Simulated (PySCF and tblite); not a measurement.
Values are calculated unless marked as measured or tabulated.
System: C₇H₁₅ (charge +1), numbered as in [CH3:1][C+:2]([CH3:3])[C:4]([CH3:5])([CH3:6])[CH3:7].

Motion: shift of H on C1 from C1 to C2. GFN2-xTB gives an electronic barrier of 32.4 kcal/mol and a reaction energy of 12.1 kcal/mol.

The ion is treated without a counter-ion.

PBE0/pcSseg-1 + D3(BJ) on PBE0-D3(BJ)/def2-SVP geometries gives 33.4 kcal/mol and k(298 K) = 3.6×10⁻¹² s⁻¹.

Question: What does LC-wPBE/pcSseg-1 + D3(BJ) give on PBE0-D3(BJ)/def2-SVP geometries?

Answer: A barrier of 34.8 kcal/mol, 1.4 above the first DFT barrier (from unrounded values), a reaction energy of 15.4 kcal/mol and, with GFN2-xTB thermal terms, ΔG‡(298 K) = 34.5 kcal/mol and k = 3.5×10⁻¹³ s⁻¹ (1 equivalent path).

Programs: tblite and PySCF.
